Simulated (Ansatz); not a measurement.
Basis-set series for `N[SiH2][CH2][AlH2]`. Total charge 0; spin multiplicity 1. All single points use the PBE0-D4/def2-TZVP geometry. It is one conformer, not always the lowest.

| functional | basis | functions | energy (Eh) | HOMO (eV) | LUMO (eV) |
| --- | --- | --- | --- | --- | --- |
| PBE0-D4 | def2-SVP | 104 | -629.01642 | -7.08 | -1.31 |
| PBE0-D4 | def2-QZVPP | 494 | -629.34460 | -7.33 | -1.41 |
| ωB97M-V | def2-SVP | 104 | -629.26380 | -9.40 | 0.36 |
| ωB97M-V | def2-QZVPP | 494 | -629.59743 | -9.66 | 0.04 |

**Question.** Give the rows for def2-TZVPP. (Best estimate.)

**Answer.** Ansatz gave: 
```
functional       basis  functions  energy (Eh)  HOMO (eV)  LUMO (eV)
   PBE0-D4  def2-TZVPP        258   -629.32074      -7.30      -1.37
   ωB97M-V  def2-TZVPP        258   -629.57484      -9.63       0.22
```

Positive LUMOs are unbound and depend on the basis.
